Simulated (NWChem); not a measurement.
A series in which one site is exchanged, each optimised at PBE0/def2-SVP with NWChem, gas phase unless a solvent is named. For some, no frequency run checked for a minimum. def2 effective core potentials on Nb, Sb, Ta; no spin-orbit coupling.

A: [F][Nb]([F])([F])([F])[F] (NbF5; site = Nb)
B: [F][V]([F])([F])([F])[F] (VF₅; site = V)
C: [F][Sb]([F])([F])([F])[F] (SbF₅; site = Sb)
D: [F][Ta]([F])([F])([F])[F] (TaF5; site = Ta)

```json
[
 {"quantity": "dipole (D), PBE0/def2-SVP", "A": "0.00", "B": "0.00", "C": "0.01", "D": "0.00"},
 {"quantity": "static polarisability, B3LYP/def2-SVPD (bohr³)", "A": "41.2", "B": "40.4", "C": "38.9", "D": "40.4"},
 {"quantity": "lowest singlet excitation, B3LYP/def2-SVPD, TDA (eV)", "A": "6.73", "B": "4.36", "C": "5.68", "D": "[?]"}
]
```

**Question.** What belongs in the gaps?

**Answer.** 
- lowest singlet excitation, B3LYP/def2-SVPD, TDA (eV), D: 7.48
